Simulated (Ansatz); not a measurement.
Reaction (ligand exchange at the Si–O bond): `[SiH3][O][In]([SH])[Cl]` + `CCBO` → `CCBO[SiH3]` + `[OH][In]([SH])[Cl]`

Isolated molecules relaxed with PBE0-D4/def2-TZVP in Ansatz; ΔE leaves out vibrations. CBS: MP2 limit from def2 TZ/QZ plus the TZ coupled-cluster correction, frozen cores. def2 core potentials past Kr. For In outer-core shells are correlated without core-valence functions, which leaves a few kJ/mol of doubt a bond. One conformer a species, not always the lowest.

```json
{"species": "`[SiH3][O][In]([SH])[Cl]`", "HF/def2-TZVPP energy (Eh)": "-1412.59657"}
{"species": "`CCBO`", "HF/def2-TZVPP energy (Eh)": "-179.48459"}
{"species": "`CCBO[SiH3]`", "HF/def2-TZVPP energy (Eh)": "-469.63309"}
{"species": "`[OH][In]([SH])[Cl]`", "HF/def2-TZVPP energy (Eh)": "-1122.44161"}
```

Problem. Work out ΔE.

Solution. ΔE = (-469.63309) + (-1122.44161) − (-1412.59657) − (-179.48459) = 0.00646 Eh = +17.0 kJ/mol. CCSD(T)/CBS gives +16.9 kJ/mol.

Largest T1 diagnostic among the species: 0.015.
